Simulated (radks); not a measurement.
Effect of the nuclear size on neutral tantalum, [Xe] 4f14 5d3 6s2. All-electron calculation, Dirac Kohn-Sham, LDA (Slater exchange, Perdew-Wang correlation), spin-unpolarised, spherical densities, finite nucleus; open shells are shared between the two j in proportion to 2j + 1; Fermi nuclear charge, rms radius 5.3507 fm. Program: a radial shooting solver on a logarithmic mesh with Libxc functionals. The rms radius is varied about that value; shifts are against it.

rms radius (fm)  total energy shift (eV)  density at nucleus (e/bohr^3)  1s1/2 shift (meV)  2s1/2 shift (meV)  5p1/2 shift (meV)  6s1/2 shift (meV)  5d5/2 shift (meV)  6p1/2 (empty) shift (meV)
4.7942                             -10.5                      1.357e+06              -4260               -595              0.353             -0.352              0.309                      0.119
4.8263                             -9.91                      1.353e+06              -4030               -562              0.333             -0.333              0.292                      0.112
5.3507                                 0                      1.307e+06              0.000              0.000              0.000              0.000              0.000                      0.000
5.6557                              6.07                      1.283e+06               2470                344             -0.204              0.204             -0.179                     -0.069
6.2978                              19.6                      1.237e+06               7950               1110             -0.657              0.657             -0.577                     -0.221

Slopes of the eigenvalues against <r^2> in GHz/fm^2, as finite differences over the two radii next to the reference (eigenvalue slopes, not the field-shift constants of lines): 1s1/2 181000, 2s1/2 25200, 5p1/2 -14.9, 6s1/2 14.9, 5d5/2 -13.1, 6p1/2 (empty) -5.03.
